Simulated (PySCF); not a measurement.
# Zr³⁺ (zirconium, charge +3) across methods

[Kr] 4d1, 2D determinant. All numbers are calculated (PySCF 2.14, scalar relativity by spin-free X2C-1e, in aug-cc-pVTZ-DK).

```csv
method,E (hartree),mean ε 4p α (eV),mean ε 4p β (eV),mean ε 4d α (eV),Σ⟨r²⟩ (bohr²),⟨S²⟩
UHF,-3594.62729,-68.042,-66.374,-33.946,24.25,0.753
PBE0,-3596.26,-61.920,-61.010,-30.387,24.15,0.751
PBEsol,-3594.07,-59.438,-58.760,-28.806,24.18,0.750
LDA,-3592.08,-59.596,-58.960,-28.781,24.20,0.750
PBE,-3596.17,-59.459,-58.772,-28.916,24.19,0.751
r2SCAN,-3596.56,-60.271,-59.491,-29.137,24.14,0.751
HSE06,-3596.23,-61.467,-60.556,-29.965,24.17,0.751
B3LYP,-3596.61,-61.401,-60.582,-30.084,24.23,0.751
```
